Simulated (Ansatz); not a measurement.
Mulliken charges of Br$_{2}$H$_{2}$O$_{2}$Sn, SMILES `[OH][Sn]([OH])([Br])[Br]` from r2SCAN/def2-TZVPP in Ansatz (PBE0-D4/def2-TZVP geometry).

| atom | x (Å) | y (Å) | z (Å) | charge (e) |
| --- | --- | --- | --- | --- |
| O1 | -0.971 | -0.047 | 1.301 | -0.520 |
| Sn2 | -0.013 | 0.041 | -0.386 | 1.192 |
| O3 | 1.542 | -1.083 | -0.137 | -0.518 |
| Br4 | -1.304 | -0.851 | -2.254 | -0.280 |
| Br5 | 0.591 | 2.372 | -0.852 | -0.292 |
| H6 | -1.500 | 0.735 | 1.484 | 0.207 |
| H7 | 1.716 | -1.236 | 0.798 | 0.211 |

Q: By hand: the dipole of these point charges (1 e Å = 4.8032 D).

A: Σ q r = (-0.065, 0.071, 0.290) e Å, of length 0.306 e Å = 1.47 D.

Q: How does the dipole of the full density compare? (An estimate is asked.)

A: Ansatz gave: (-0.109, 0.155, 0.305) e Å, 1.72 D; the point charges give 0.85 times that, at 14° from its direction.

Point charges leave out the atoms' own dipoles, such as those of lone pairs, and Mulliken's split depends on the basis, so the close match here is no proof of good charges.
